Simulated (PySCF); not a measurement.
# Energy of La⁺ (lanthanum, charge +1) between two integer charges

The 5d alpha orbital of [Xe] 5d2 is emptied in steps (occupation f), with all orbitals relaxed, ending at [Xe] 5d1. All numbers are calculated (PySCF 2.14, the spin-free X2C one-electron Hamiltonian (Gaussian nucleus), in x2c-TZVPall). The exact energy is a straight line in f; departures are measured from the line between the end points of the same method.

```json
{"f": "1", "LDA (eV)": "0.000", "PBE (eV)": "0.000"}
{"f": "0.75", "LDA (eV)": "-0.676", "PBE (eV)": "-0.662"}
{"f": "0.5", "LDA (eV)": "-0.908", "PBE (eV)": "-0.888"}
{"f": "0.25", "LDA (eV)": "-0.685", "PBE (eV)": "-0.669"}
{"f": "0", "LDA (eV)": "0.000", "PBE (eV)": "0.000"}
```

For PBE, how does the orbital energy at f = 1 compare with the removal energy?

−ε = 7.909 eV against a total-energy difference of 11.406 eV. By Janak's theorem ε = ∂E/∂f, so the gap between them reflects the curvature. Along the path −ε is 9.621 (f = 0.75), 11.386 (f = 0.5), 13.181 (f = 0.25) eV.

```json
{"method": "LDA", "E(f=0) − E(f=1) (eV)": "11.441", "−ε at f=1 (eV)": "7.881", "−ε at f=0.5 (eV)": "11.416"}
{"method": "PBE", "E(f=0) − E(f=1) (eV)": "11.406", "−ε at f=1 (eV)": "7.909", "−ε at f=0.5 (eV)": "11.386"}
```

Reference removal energy between the ground levels: 11.185 eV (measured; NIST Atomic Spectra Database, ionization energies). The calculation has no spin-orbit coupling.
